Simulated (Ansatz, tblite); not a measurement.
Forces on Al₃Ga₂⁺ at its r2SCAN-D4/def2-SVP geometry. The state is a singlet with charge 1.

The xTB rows come from tblite. The restricted singlet is unstable towards broken spin symmetry in Hartree–Fock (as tested in another run); at PBE-D4/def2-TZVP this wasn't settled. Another isomer (singlet) lies 0.07 eV lower at PBE0-D4/def2-TZVP; other spin states weren't run for this one.

GFN1-xTB (tblite), largest force 1.33 eV/Å:

```xyz
5
positions Å, forces eV/Å
Al   -1.356    1.905    1.121   -0.557    0.793    0.530
Al    0.376    0.101    1.627    0.427   -0.253    0.736
Al    0.347   -1.081   -2.104   -0.199   -0.184   -1.300
Ga    1.386   -1.564    0.195    0.412   -0.250    0.729
Ga   -0.753    0.639   -0.840   -0.083   -0.106   -0.694
```

GFN2-xTB (tblite), largest force 2.05 eV/Å:

```
Al -0.829 1.335 1.313
Al -0.377 0.669 0.645
Al 0.360 -0.868 -1.343
Ga 0.926 -1.170 -0.239
Ga -0.080 0.035 -0.374
```

PBE-D4/def2-TZVP (Ansatz), largest force 0.27 eV/Å:

```
Al -0.140 0.197 0.120
Al 0.047 0.008 0.192
Al -0.003 -0.075 -0.246
Ga 0.162 -0.169 0.066
Ga -0.067 0.039 -0.132
```
